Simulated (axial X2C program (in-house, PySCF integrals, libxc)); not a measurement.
How long does FeP⁺ take?

A bond scan computed with an in-house all-electron X2C program for linear molecules (integrals from PySCF). Basis: Fe dyall-cv3z [9s10p6d3f2g], P dyall-v3z [8s7p2d1f] (cores contracted in-house).

Input:
```json
{"zs": [26, 15], "q": 1, "bas": ["dyall-cv3z", "dyall-v3z"], "levels": ["PBE0", "HF", "TPSSh"], "cc": true, "r0": 2.11, "thr": -2.0, "nmax": 90, "npts": 10, "nst": 2, "ntry": 6}
```
```bash
python so2c.py task.json out
```

Keys: zs atomic numbers; q charge; bas basis sets; levels methods; cc coupled cluster on or off; r0 starting distance in Å; thr threshold in hartree for freezing inner shells (an s shell follows its p shell); nmax most natural virtual spinors; npts points on the curve; nst determinants followed; ntry starts of the search. HF also brings MP2.

Hardware: 1 thread of Arm Neoverse V1, on a shared host.

Wall time of one point of each curve, integrals apart:

| Hamiltonian | level | points | seconds a point |
| --- | --- | --- | --- |
| spin-free | PBE0 | 10 | 0.35 |
| spin-free | HF | 10 | 0.21 |
| spin-free | CCSD(T) (12 electrons, 90 virtuals) | 7 | 5.9 |
| spin-free | TPSSh | 10 | 0.6 |
| 2c | PBE0 | 10 | 0.47 |
| 2c | HF | 10 | 0.33 |
| 2c | CCSD(T) (12 electrons, 90 virtuals) | 7 | 6.6 |
| 2c | TPSSh | 10 | 0.76 |

The rest:

Search with its distance optimisation 49 s, atoms 34 s, whole task 200 s. Coupled cluster runs on the points near the minimum only. The program drops outer points, and coupled cluster, when its time limit (not in the input) nears; MP2, further determinants and curves that did not converge are not in the table.
